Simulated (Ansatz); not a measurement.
A run for Ansatz (a program for electronic structure): R-B3LYP/def2-TZVPPD on CH9NSi (a complex). Files ending in .json are basis or fitting sets from the Basis Set Exchange.

Ansatz 0.2 input:
```yaml
crystal:
  periodic: [false, false, false]
  atoms:
    - {symbol: N, position_ang: [0.90593369, -0.37906247, 0.20636349]}
    - {symbol: Si, position_ang: [-0.65187875, 0.32617678, -0.00569598]}
    - {symbol: H, position_ang: [1.67970761, -0.06614599, -0.35850819]}
    - {symbol: H, position_ang: [1.21718695, -0.64689002, 1.12679644]}
    - {symbol: H, position_ang: [-0.84033118, 1.67411415, 0.59908351]}
    - {symbol: H, position_ang: [-0.88567940, 0.45438891, -1.46268560]}
    - {symbol: H, position_ang: [-1.66176559, -0.56852935, 0.60476032]}
    - {symbol: C, position_ang: [0.20739318, -0.09873784, 3.73408203]}
    - {symbol: H, position_ang: [1.25755555, -0.38956358, 3.75004363]}
    - {symbol: H, position_ang: [0.09898019, 0.85273328, 3.21562348]}
    - {symbol: H, position_ang: [-0.37925191, -0.86268787, 3.22507273]}
    - {symbol: H, position_ang: [-0.15071778, 0.00414929, 4.75728861]}
basis:
  gaussian:
    orbitals: def2-TZVPPD.json
hamiltonian:
  xc: {name: B3LYP}
scf: {lower_state_search: off}
```

The log:

```
WARN ansatz: RAYON_NUM_THREADS=1 ignored (pool sized by the plan → 1); use --threads N
Functional definition: B3LYP
these checks for a lower state are left out or cut short: stability, starts, cluster_reference, orbital_swaps, neighbouring_geometries, increment
integrals: 0.18 GiB planned
1199 factors; their error is unknown
mean field: 1.62 GiB planned
mean field evaluation 1: about -10542.1505 eV, gradient 7.9e1 eV
mean field evaluation 2: about -10526.7468 eV, gradient 1.1e2 eV
mean field evaluation 4: about -10554.4044 eV, gradient 6.7e0 eV
mean field evaluation 8: about -10554.5031 eV, gradient 3.5e-2 eV
mean field evaluation 16: about -10554.5020 eV, gradient 2.0e-5 eV
mean field -10554.50204446 eV, -387.8707960356 hartree, gradient 3.3e-6 eV, S^2 0.000000; 0 other end points of the search recorded, 0 dependent functions left out
reference -10554.50234823 eV, -387.8708071988 hartree; 18, 18 occupied and 257, 257 virtual orbitals, 1199 factors
Total energy: -10554.50234823 eV, -387.8708071988 hartree
Checks for a lower state left out: stability, starts, cluster_reference, orbital_swaps, neighbouring_geometries, increment
```

Self-consistency was reached.

Cost: very roughly 4 core-seconds.
